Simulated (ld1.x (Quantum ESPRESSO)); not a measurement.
# Reading a pseudo-wave (H)

Columns: radius, all-electron u(r) and pseudo u(r) of the 1s shell (level -6.53 eV) of hydrogen in the configuration 1s1; BLYP, scalar-relativistic, TM scheme, ld1.x (Quantum ESPRESSO) 7.5.

| r (bohr) | all-electron | pseudo |
| --- | --- | --- |
| 0.057 | 0.1049 | 0.0861 |
| 0.115 | 0.1991 | 0.1720 |
| 0.172 | 0.2807 | 0.2530 |
| 0.230 | 0.3533 | 0.3303 |
| 0.288 | 0.4165 | 0.4010 |
| 0.345 | 0.4703 | 0.4629 |
| 0.402 | 0.5166 | 0.5165 |
| 0.460 | 0.5568 | 0.5623 |
| 0.518 | 0.5908 | 0.5996 |
| 0.575 | 0.6187 | 0.6285 |
| 0.632 | 0.6417 | 0.6508 |
| 0.690 | 0.6606 | 0.6678 |
| 0.747 | 0.6752 | 0.6802 |
| 0.805 | 0.6865 | 0.6894 |
| 0.862 | 0.6944 | 0.6958 |
| 0.920 | 0.6996 | 0.7000 |
| 0.977 | 0.7022 | 0.7023 |
| 1.035 | 0.7026 | 0.7026 |
| 1.092 | 0.7010 | 0.7010 |
| 1.150 | 0.6976 | 0.6976 |
| 1.208 | 0.6927 | 0.6927 |
| 1.265 | 0.6865 | 0.6865 |
| 1.322 | 0.6791 | 0.6791 |
| 1.380 | 0.6706 | 0.6706 |
| 1.438 | 0.6612 | 0.6612 |
| 1.495 | 0.6512 | 0.6512 |

(1) How many radial nodes do the two functions have?

(2) At about which radius was the pseudo-wave matched?

(3) Where does each function peak?

(4) Is the pseudo-wave norm-conserving?

Answers

(1) The all-electron 1s function has n − l − 1 = 0; the pseudo-wave has 0.

(2) 1.10 bohr. The columns agree to 0.0005 from 0.92 bohr on; several derivatives are matched, so the curves merge somewhat inside the radius.

(3) Outermost all-electron maximum near 1.03 bohr, pseudo maximum near 1.03 bohr (to the table’s step).

(4) Yes: the TM scheme keeps the norm inside the radius equal to the all-electron one, which fixes the energy derivative of the logarithmic derivative at the level.
